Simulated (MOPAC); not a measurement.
MOPAC input (AM1):

```
AM1 FORCE THERMO(298,298) PRECISE LET UHF MS=0.5 GEO-OK AUX(PRECISION=9) THREADS=1
CHBrCl

Cl    1.94626070 1    0.36345540 1   -0.17924262 1
C     0.48734579 1    0.47196684 1    0.58515665 1
Br   -1.03933863 1   -0.27459274 1   -0.05588590 1
H     0.45415987 1    1.02427757 1    1.52454981 1
```

Output:

```
 *******************************************************************************
 **                                                                           **
 **                              MOPAC v23.2.5                                **
 **                                                                           **
 *******************************************************************************
 ** MOPAC's Digital Object Identifier: https://doi.org/10.5281/zenodo.6511958 **
 **                                                                           **
 ** Please cite the open-source release paper for use of this MOPAC version:  **
 ** J. E. Moussa and J. J. P. Stewart (2026)                                  **
 ** MOPAC: An open-source semiempirical molecular orbital program             **
 ** J. Open Source Softw., 11(119), 8025, https://doi.org/10.21105/joss.08025 **
 *******************************************************************************

                              AM1 CALCULATION RESULTS

 *******************************************************************************
 *  AM1        - The AM1 Hamiltonian to be used
 *  GEO-OK     - OVERRIDE INTERATOMIC DISTANCE AND OTHER SAFETY CHECKS
 *  UHF        - UNRESTRICTED HARTREE-FOCK CALCULATION
 *  MS=        - IN MECI, MAGNETIC COMPONENT OF SPIN =  0.5
 *  LET        - OVERRIDE SOME SAFETY CHECKS
 *  PRECISE    - TIGHTER CRITERIA TO BE USED
 *  FORCE      - FORCE CALCULATION SPECIFIED
 *  AUX        - OUTPUT AUXILIARY INFORMATION
 *  THERMO     - THERMODYNAMIC QUANTITIES TO BE CALCULATED
 *******************************************************************************
AM1 FORCE THERMO(298,298) PRECISE LET UHF MS=0.5 GEO-OK AUX(PRECISION=9) THREADS=1
 CHBrCl

   ATOM   CHEMICAL          X               Y               Z
  NUMBER   SYMBOL      (ANGSTROMS)     (ANGSTROMS)     (ANGSTROMS)

     1      Cl          1.94626070  *   0.36345540  *  -0.17924262  *
     2       C          0.48734579  *   0.47196684  *   0.58515665  *
     3      Br         -1.03933863  *  -0.27459274  *  -0.05588590  *
     4       H          0.45415987  *   1.02427757  *   1.52454981  *

          CARTESIAN COORDINATES

    NO.       ATOM           X           Y           Z

     1        Cl          1.9463      0.3635     -0.1792
     2         C          0.4873      0.4720      0.5852
     3        Br         -1.0393     -0.2746     -0.0559
     4         H          0.4542      1.0243      1.5245

  H: (AM1): M.J.S. DEWAR ET AL, J. AM. CHEM. SOC. 107 3902-3909 (1985)
  C: (AM1): M.J.S. DEWAR ET AL, J. AM. CHEM. SOC. 107 3902-3909 (1985)
 Cl: (AM1): M.J.S. DEWAR AND E. G. ZOEBISCH, THEOCHEM, 180, 1 (1988).
 Br: (AM1): M.J.S. DEWAR AND E. G. ZOEBISCH, THEOCHEM, 180, 1 (1988).

           Empirical Formula: C H Cl Br  =     4 atoms

      MOLECULAR POINT GROUP   :   Cs

          UHF CALCULATION, NO. OF ALPHA ELECTRONS =   10
                           NO. OF BETA  ELECTRONS =    9

          HEAT OF FORMATION =      12.979189 KCALS/MOLE

          CARTESIAN COORDINATE DERIVATIVES

   NUMBER  ATOM         X            Y            Z

     1      Cl      0.004766    -0.001936     0.003178
     2       C     -0.010725    -0.008282    -0.011182
     3      Br      0.008625     0.014541     0.002898
     4       H     -0.002666    -0.004322     0.005106

 DIPOLE           X         Y         Z       TOTAL
 POINT-CHG.     0.515     0.023     0.000     0.516
 HYBRID        -0.313    -0.520     0.000     0.607
 SUM            0.202    -0.497     0.001     0.536

          GRADIENT NORM =   0.02629

          MOLECULAR WEIGHT =  128.38

          ROTATIONAL CONSTANTS IN CM(-1)

          A =    1.62264491   B =    0.07172987   C =    0.06869325

           PRINCIPAL MOMENTS OF INERTIA IN UNITS OF 10**(-40)*GRAM-CM**2

          A =       17.2513   B =      390.2524   C =      407.5037

          ORIENTATION OF MOLECULE IN FORCE CALCULATION

    NO.       ATOM         X         Y         Z

     1         Cl      -1.8233   -0.9347   -0.0000
     2          C      -0.1726   -0.9347   -0.0000
     3         Br       0.8308    0.5793   -0.0000
     4          H       0.3280   -1.9032    0.0004

    FIRST DERIVATIVES WILL BE USED IN THE CALCULATION OF SECOND DERIVATIVES

    FOR POINT-GROUP Cs   THERE ARE   2 UNIQUE SYMMETRY FUNCTIONS.

(To convert to Hartree/Bohr^2, multiply by (10^(-21) x N x a0^2)/(4.184 x 627.51) =  0.0642)

           FORCE MATRIX IN MILLIDYNES/ANGSTROM

                 Cl  1       C  2      Br  3       H  4
 ------------------------------------------------------
    Cl    1   5.418394
     C    2   4.347861   9.393888
    Br    3   0.816130   2.713607   3.690267
     H    4   0.554421   5.186635   0.410486   5.594283

          HEAT OF FORMATION =      12.979189 KCALS/MOLE

          ZERO POINT ENERGY       9.596 KCAL/MOL

           NORMAL COORDINATE ANALYSIS (Total motion = 1 Angstrom)

   Root No.       1         2         3         4         5         6

                 1 A'      1 A"      2 A'      3 A'      4 A'      5 A'

                 266.6     519.2     636.6     987.0    1133.8    3169.4

           1    0.2218   -0.0000    0.0870   -0.1276   -0.0019    0.0003
           2    0.1974    0.0000   -0.0115    0.0051    0.0098   -0.0004
           3   -0.0000    0.0161    0.0000   -0.0000   -0.0000    0.0000
           4    0.2026    0.0000   -0.0368    0.4015   -0.0738    0.0348
           5   -0.2092   -0.0000    0.4102    0.0833   -0.0473   -0.0663
           6    0.0000   -0.1599   -0.0000    0.0000    0.0000   -0.0000
           7   -0.1306   -0.0000   -0.0335   -0.0092    0.0018    0.0000
           8   -0.0532    0.0000   -0.0620   -0.0161   -0.0024   -0.0002
           9   -0.0000    0.0066    0.0000    0.0000    0.0000    0.0000
          10    0.1389   -0.0000    0.0310    0.4312    0.7996   -0.4296
          11   -0.2324    0.0001    0.4288    0.1049    0.4117    0.8184
          12   -0.0000    0.8174    0.0000   -0.0000    0.0000   -0.0001

           MASS-WEIGHTED COORDINATE ANALYSIS (NORMAL COORDINATES)

   Root No.       1         2         3         4         5         6

                 1 A'      1 A"      2 A'      3 A'      4 A'      5 A'

                 266.6     519.2     636.6     987.0    1133.8    3169.4

           1    0.5480   -0.0000    0.3046   -0.4521   -0.0116    0.0021
           2    0.4878    0.0000   -0.0403    0.0179    0.0610   -0.0025
           3   -0.0000    0.0961    0.0000   -0.0000   -0.0000    0.0000
           4    0.2914    0.0000   -0.0750    0.8281   -0.2677    0.1253
           5   -0.3008   -0.0000    0.8358    0.1717   -0.1716   -0.2386
           6    0.0000   -0.5562   -0.0000    0.0000    0.0000   -0.0001
           7   -0.4845   -0.0000   -0.1758   -0.0489    0.0171    0.0003
           8   -0.1974    0.0000   -0.3256   -0.0855   -0.0227   -0.0016
           9   -0.0000    0.0592    0.0000    0.0000    0.0000    0.0000
          10    0.0579   -0.0000    0.0183    0.2576    0.8408   -0.4476
          11   -0.0968    0.0001    0.2531    0.0627    0.4328    0.8527
          12   -0.0000    0.8234    0.0000   -0.0000    0.0000   -0.0001

          DESCRIPTION OF VIBRATIONS

 VIBRATION          1    1A'         ATOM PAIR     ENERGY CONTRIBUTION    RADIAL
 FREQUENCY           266.64         C 2 -- Br3         +34.6% (164.1%)     19.1%
 TRANSITION DIPOLE   0.1796         Cl1 -- C 2         +29.4% (151.3%)      9.6%
 TRAVEL (Ang.)       0.1233         Cl1 -- Br3         +22.0% (130.7%)     99.5%
 REDUCED MASS       16.6248         C 2 -- H 4         +13.9% (104.1%)     86.5%
 EFFECTIVE MASS     60.4086
 FORCE CONSTANT      0.6964

 VIBRATION          2    1A"         ATOM PAIR     ENERGY CONTRIBUTION    RADIAL
 FREQUENCY           519.25         C 2 -- H 4         +83.0% ( 98.7%)      0.0%
 TRANSITION DIPOLE   1.0335         Cl1 -- C 2          +8.7% ( 31.9%)      0.0%
 TRAVEL (Ang.)       0.2834         C 2 -- Br3          +8.4% ( 31.3%)      0.0%
 REDUCED MASS        1.6166
 EFFECTIVE MASS      3.3889
 FORCE CONSTANT      0.2568

 VIBRATION          3    2A'         ATOM PAIR     ENERGY CONTRIBUTION    RADIAL
 FREQUENCY           636.64         C 2 -- Br3         +42.7% (136.6%)     77.1%
 TRANSITION DIPOLE   0.8508         Cl1 -- C 2         +40.7% (133.2%)     15.8%
 TRAVEL (Ang.)       0.1167         C 2 -- H 4         +14.5% ( 79.5%)     90.2%
 REDUCED MASS        7.7761         Cl1 -- Br3          +2.2% ( 30.7%)    100.0%
 EFFECTIVE MASS     25.4251
 FORCE CONSTANT      1.8570

 VIBRATION          4    3A'         ATOM PAIR     ENERGY CONTRIBUTION    RADIAL
 FREQUENCY           986.98         Cl1 -- C 2         +42.0% ( 98.3%)     98.6%
 TRANSITION DIPOLE   2.6463         C 2 -- Br3         +28.6% ( 81.2%)     58.5%
 TRAVEL (Ang.)       0.0945         C 2 -- H 4         +27.1% ( 79.0%)      8.1%
 REDUCED MASS        7.6434         Cl1 -- Br3          +2.3% ( 23.1%)     51.6%
 EFFECTIVE MASS     15.5645
 FORCE CONSTANT      4.3868

 VIBRATION          5    4A'         ATOM PAIR     ENERGY CONTRIBUTION    RADIAL
 FREQUENCY          1133.83         C 2 -- H 4         +88.8% ( 99.5%)      0.0%
 TRANSITION DIPOLE   0.5693         C 2 -- Br3          +5.6% ( 25.0%)     76.7%
 TRAVEL (Ang.)       0.2530         Cl1 -- C 2          +5.6% ( 24.9%)     54.8%
 REDUCED MASS        0.9293
 EFFECTIVE MASS      1.9182
 FORCE CONSTANT      0.7039

 VIBRATION          6    5A'         ATOM PAIR     ENERGY CONTRIBUTION    RADIAL
 FREQUENCY          3169.37         C 2 -- H 4         +98.5% (100.0%)    100.0%
 TRANSITION DIPOLE   0.4821         C 2 -- Br3          +0.7% (  8.7%)     23.0%
 TRAVEL (Ang.)       0.1512         Cl1 -- C 2          +0.7% (  8.7%)     21.4%
 REDUCED MASS        0.9301
 EFFECTIVE MASS      1.4122
 FORCE CONSTANT      5.5049

      SYMMETRY NUMBER FOR POINT-GROUP Cs  =  1

          SYSTEM IS A GROUND STATE

 CHBrCl

          MOLECULE IS NOT LINEAR

          THERE ARE  6 GENUINE VIBRATIONS IN THIS SYSTEM
          THIS THERMODYNAMICS CALCULATION IS LIMITED TO
          MOLECULES WHICH HAVE NO INTERNAL ROTATIONS

                    CALCULATED THERMODYNAMIC PROPERTIES
                                          *
   TEMP. (K)   PARTITION FUNCTION   H.O.F.    ENTHALPY  HEAT CAPACITY ENTROPY
                                   KCAL/MOL   CAL/MOLE    CAL/K/MOL  CAL/K/MOL

 298.00  VIB.     0.1597D+01                   548.5398     4.5385     2.7709
         ROT.     0.5909D+05                   888.2803     2.9808    24.8137
         INT.     0.9436D+05                  1436.8201     7.5193    27.5847
         TRA.     0.1406D+28                  1480.4672     4.9680    40.4604
         TOT.                       12.979    2917.2873    12.4873    68.0450

   *: NOTE: HEATS OF FORMATION ARE RELATIVE TO THE
            ELEMENTS IN THEIR STANDARD STATE AT 298K
              (=  Standard Enthalpy of Formation).

            Hvib:  Zero-point energy is not included.
                   frequencies of less than zero cm-1 are not included.
            Hrot = (3/2)RT
            Htra = (3/2)RT + pV = (5/2)RT

            Heat capacity is Cp, not Cv

          For more information, see: HTTP://OpenMOPAC.net/Manual/thermochemistry.html

           FORCE CONSTANT IN CARTESIAN COORDINATES (Millidynes/A)

    ATOM   CHEMICAL       X               Y               Z
   NUMBER   SYMBOL  FORCE CONSTANT  FORCE CONSTANT  FORCE CONSTANT

      1      Cl        5.395139        0.474946        0.051546
      2       C        6.554404        6.567724        0.592002
      3      Br        1.503236        2.522124        0.044067
      4       H        1.773308        4.497781        0.108179

 **********************
 *                    *
 * JOB ENDED NORMALLY *
 *                    *
 **********************

 == MOPAC DONE ==
```
